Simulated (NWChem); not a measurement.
# AgH₂OI; SMILES [OH2]->[Ag][I]

All runs: NWChem. Coordinates come from a PBE0/def2-SVP (def2 core potentials past Kr) optimisation.

For level Hartree-Fock/3-21G, non-relativistic:

```
Item                         Value
---------------------------  -----
highest occupied level (eV)  -8.01
orbital gap (eV)              8.89
dipole (D)                   11.18
```

Problem. Estimate the same quantities for level Hartree-Fock/STO-3G, non-relativistic.

Solution. 
| Property | Result |
|---|---|
| highest occupied level (eV) | -4.84 |
| orbital gap (eV) | 11.78 |
| dipole (D) | 9.19 |
